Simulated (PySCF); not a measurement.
Vertical excitations of a molecule CH₂ClFO₂Si from TDDFT-PBE/def2-SVPD in PySCF 2.14.0, as energy in eV (oscillator strength): 5.33 (0.001), 6.44 (0.001), 6.53 (0.011), 6.59 (0.002), 6.95 (0.008), 7.20 (0.005), 7.36 (0.002), 7.40 (0.016), 7.65 (0.042), 7.89 (0.114). Lowest triplet (TDA): 4.79 eV. Geometry: B3LYP-D3(BJ)/def2-SVP. The values are those of a single conformer.

Task: Which molecule gave these data?
A. O=C[Si@](O)(F)Cl
B. O=C(O)[Si@H](F)Cl
C. O=CO[Si@@H](F)Cl
D. F[Si]1(Cl)OCO1

Result: C, O=CO[Si@@H](F)Cl
